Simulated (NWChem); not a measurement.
**Atomisation of H$_{3}$AlO$_{3}$**

```xyz
7

Al     0.0000     0.0000     0.0000
O      1.4684     0.8540     0.0000
H      1.5295     1.8132     0.0000
O     -1.4737     0.8447     0.0000
H     -2.3350     0.4182     0.0000
O      0.0052    -1.6986     0.0000
H      0.8052    -2.2315     0.0000
```
Charge 0, spin multiplicity 1.

Everything below was run with NWChem. The geometry was optimised at B3LYP/def2-SVP, a minimum by its harmonic frequencies. It is one conformer; others weren't searched.

Basis set: def2-TZVP. The atomisation energy is electronic alone: no zero-point, thermal, spin-orbit or counterpoise terms. No value is extrapolated to the basis-set limit. Free atoms are single determinants with multiplicities Al 2, O 3, H 2.

B3LYP has NWChem's definition, with VWN1-RPA local correlation. The structure started from a generated list of species. The stability of the SCF solutions was not checked. Open-shell Hartree-Fock references start from PBE0 orbitals.

Question: One of these methods gave an atomisation energy of 761.1 kcal/mol. Which?
(A) LDA (SVWN5)
(B) B3LYP
(C) HF
(D) PBE

Answer: A, LDA (SVWN5). The others give 457.0 (HF), 666.6 (PBE), 652.5 (B3LYP).
